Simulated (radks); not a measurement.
All-electron atom: the cobalt ion Co17+ in [Ne]. Calculated with a radial shooting solver on a logarithmic mesh with Libxc functionals: scalar-relativistic Kohn-Sham, r2SCAN, spin-polarised, spherical densities, finite nucleus; meta-GGA in the generalised Kohn-Sham scheme; Fermi nuclear charge, rms radius 3.7875 fm.

Unscreened Slater integrals over Kohn-Sham orbitals (cm^-1). They are taken over the spin-up orbitals.

integral     value
F0(2p,2p)   909470
F2(2p,2p)   430590
F0(2p,2s)   837620
G1(2p,2s)   482190
F0(2p,1s)  1243800
G1(2p,1s)   214510
F0(2s,2s)   791420
F0(2s,1s)  1111600
G0(2s,1s)   103650
F0(1s,1s)  3677200
